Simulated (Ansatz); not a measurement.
Total energies of `C[SiH](N)CO`.

Cartesian coordinates in Å:
```
C -0.692 0.598 1.549
Si 0.401 -0.352 0.378
N 1.434 0.797 -0.415
C -0.579 -1.114 -1.042
O -1.048 -0.083 -1.901
H -1.308 1.313 0.997
H -0.110 1.144 2.295
H -1.361 -0.082 2.083
H 1.140 -1.426 1.112
H 2.230 0.469 -0.941
H 1.673 1.648 0.071
H 0.030 -1.846 -1.596
H -1.451 -1.661 -0.671
H -0.359 0.594 -1.920
```

Charge 0, multiplicity 1. All single points use the PBE0-D4/def2-TZVP geometry. It is one conformer, not always the lowest. Basis def2-TZVPP, the Gaussian-basis code of Ansatz.

RPA on PBE orbitals: Hartree–Fock energy of these orbitals -499.29681 Eh, correlation -1.54702 Eh (frozen core).

```tsv
functional	energy without D4 (Eh)	D4 term (kJ/mol)
LDA (SPW92)	-498.30731	–
PBE	-500.81634	-27.4
revPBE	-501.09955	-85.2
B97M-V	-501.12680	–
PBE0	-500.86555	-23.2
B3LYP	-501.26167	-43.7
r2SCANh	-501.07536	-7.4
HSE06 (plane-wave form)	-500.84745	-21.5
CAM-B3LYP	-501.14413	-23.3
B2PLYP	-500.94008	–
```

(1) Give the same for BLYP, r2SCAN, r2SCAN0, BHLYP, LC-ωPBE, ωB97X-V, ωB97M-V, PBE-QIDH. (Estimate.)

B3LYP takes the VWN-RPA correlation (the form of Gaussian; ORCA's B3LYP/G). HSE06 is the plane-wave form, built on full-range PBE exchange. The double hybrids freeze the cores in their second-order part.

## Answers

(1) Computed: 
```json
{"functional": "BLYP", "energy without D4 (Eh)": "-501.14265", "D4 term (kJ/mol)": "-60.1"}
{"functional": "r2SCAN", "energy without D4 (Eh)": "-501.08698", "D4 term (kJ/mol)": "-7.0"}
{"functional": "r2SCAN0", "energy without D4 (Eh)": "-501.05906", "D4 term (kJ/mol)": "-8.1"}
{"functional": "BHLYP", "energy without D4 (Eh)": "-501.10956", "D4 term (kJ/mol)": "-32.1"}
{"functional": "LC-ωPBE", "energy without D4 (Eh)": "-501.02189", "D4 term (kJ/mol)": "–"}
{"functional": "ωB97X-V", "energy without D4 (Eh)": "-501.12199", "D4 term (kJ/mol)": "–"}
{"functional": "ωB97M-V", "energy without D4 (Eh)": "-501.11545", "D4 term (kJ/mol)": "–"}
{"functional": "PBE-QIDH", "energy without D4 (Eh)": "-500.75486", "D4 term (kJ/mol)": "–"}
```

LC-ωPBE has ω = 0.4 bohr⁻¹.
